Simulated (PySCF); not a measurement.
SMILES [CH3][Sn]([F])([F])[F], PBE0/def2-SVP optimised geometry.

```
8

C      1.28    -0.39     0.00
Sn    -0.84    -0.39     0.00
F     -1.62     1.36     0.00
F     -1.64    -1.26     1.51
F     -1.62    -1.27    -1.52
H      1.62    -0.22    -1.03
H      1.62    -1.36     0.37
H      1.62     0.42     0.66
```

Density from PBE0/def2-TZVP, def2 effective core potentials past Kr (PySCF) at that geometry. The core electrons that the potentials of Sn replace are not part of the density.

Minimum of the electron density along straight lines between bonded atoms, close to the bond critical point (lines longer than 1.1 times the sum of covalent radii, or with two minima, are not listed):

```tsv
bond	length / Å	ρ at the minimum / e bohr⁻³	∇²ρ there / e bohr⁻⁵	position (fraction from the first atom)
C1–Sn2	2.115	0.111	0.09	0.48
Sn2–F3	1.921	0.123	0.60	0.52
Sn2–F4	1.921	0.123	0.60	0.52
Sn2–F5	1.921	0.123	0.60	0.52
C1–H6	1.098	0.272	-0.92	0.65
C1–H7	1.097	0.272	-0.92	0.65
C1–H8	1.098	0.272	-0.92	0.65
```
